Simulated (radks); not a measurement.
Problem. Coherent X-ray form factor from a spherical all-electron density. All-electron calculation, Dirac Kohn-Sham, LDA (Slater exchange, Perdew-Wang correlation), spin-unpolarised, spherical densities, point nucleus. Program: a radial shooting solver on a logarithmic mesh with Libxc functionals.

sin(theta)/lambda (1/angstrom)  f0 (electrons)
0.05                                     2.961
0.1                                      2.853
0.15                                     2.693
0.2                                      2.508
0.25                                     2.320
0.3                                      2.146
0.4                                      1.870
0.5                                      1.682
0.6                                      1.546
0.8                                      1.321
1                                        1.105
1.25                                     0.855
1.5                                      0.648
2                                        0.366

The species is in the configuration that NIST lists as its ground one. Which atom or ion scatters so?

Solution. The carbon ion C3+, [He] 2s1. Extrapolating in s^2 from the first two rows gives f0(0) = 3.0, near the electron count 3; among species with that count, the fall with angle is slower the higher Z, and the table is that of Z = 6; from so few rows the species is fixed only to a neighbour or two.
